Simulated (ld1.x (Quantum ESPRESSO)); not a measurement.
# Hg: excitation energies, all-electron against TM

```
Element                 : mercury
Generator               : ld1.x (Quantum ESPRESSO) 7.5
Type                    : norm-conserving Troullier–Martins (Kleinman–Bylander form)
Functional              : PBE
Relativity              : scalar-relativistic
Frozen core             : [Xe] 4f14
Valence charge          : 12
Reference configuration : 5d10 6s2 6p0
Partial waves           : 6p (bound, empty): rc 2.40 bohr; 5d (bound): rc 1.30 bohr; 6s (bound): rc 2.10 bohr
Local potential         : the s channel
Core correction         : none
```

Energies are relative to the spin-unpolarised reference configuration 5d10 6s2 6p0; without spin polarisation the order of configurations can differ from experiment.

```
valence configuration  charge  ΔE all-electron (eV)  error AE − PS (meV)
         5d10 6s0 6p0      +2                29.663                 +1.0
          5d9 6s0 6p0      +3                65.189                  -30
       5d10 6s1.5 6p0    +0.5                 4.356                 -1.5
          5d9 6s2 6p1       0                10.372                  -85
         5d10 6s0 6p2       0                12.575                 +1.0
```

Task: What are ΔE and the potential's error for 5d10 6s0 6p1?

Result: ΔE = 18.098 eV all-electron; the error (AE − PS) is +2.4 meV.

Task: What are ΔE and the potential's error for 5d10 6s1 6p0?

Result: ΔE = 10.688 eV all-electron; the error (AE − PS) is -3.1 meV.

Levels in the configuration 5d9 6s2 6p1:

| level | all-electron (eV) | pseudo (eV) |
| --- | --- | --- |
| 5d | -14.308 | -14.474 |
| 6s | -9.271 | -9.259 |
| 6p | -2.383 | -2.365 |
